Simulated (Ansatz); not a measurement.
Cartesian coordinates (Å):
SMILES: F[B]F
```xyz
3

F     -1.1376    -0.2142     0.0000
B     -0.0001     0.4279     0.0000
F      1.1376    -0.2137     0.0000
```
Charge 0, spin multiplicity 2.

Method: frozen-core CCSD(T)/cc-pVTZ // PBE0-D4/def2-TZVP run with Ansatz (a first-principles code).

The HF energy is -223.70742 Ha and the MP2 correlation energy is -0.57056 Ha.

Question: Estimate the CCSD correlation energy, the (T) correction, the total energy and the T1 diagnostic.

Answer: 
- CCSD correlation energy = -0.57262 Ha
- (T) correction = -0.01749 Ha
- CCSD(T) total energy = -224.29752 Ha
- T1 diagnostic = 0.015
